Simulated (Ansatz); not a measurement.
System: GeBr₃ (charge 0, doublet). It need not be the lowest isomer of its formula. 
Geometry from a B3LYP-D3(BJ)/def2-TZVP (Ansatz, a quantum-chemistry and plane-wave program) optimisation:
SMILES: [Br][Ge]([Br])[Br]
```xyz
4

Ge     0.5264    -0.2236     0.2007
Br    -0.6251    -1.8711    -1.0031
Br    -0.7852     0.4626     2.0168
Br     0.9291     1.6129    -1.1972
```
Charge 0, spin multiplicity 2.

Basis-set convergence of Hartree-Fock and CCSD correlation energies (hartree) with Ansatz. Valence correlation only, unless marked. UHF or UKS for open shells. Spin-orbit coupling is left out. Frozen are the shells of the preceding noble gas and the d and f shells that filled before the atom's block. No relativistic terms.

| basis | functions | E(HF) | E(corr, CCSD) |
|---|---|---|---|
| aug-cc-pVDZ | 144 | -9792.61843 | -0.47167 |
| aug-cc-pVTZ | 236 | ___ | ___ |

Problem. Complete the blanks.

Solution. 
- aug-cc-pVTZ, E(HF): -9792.91685
- aug-cc-pVTZ, E(corr, CCSD): -0.61968
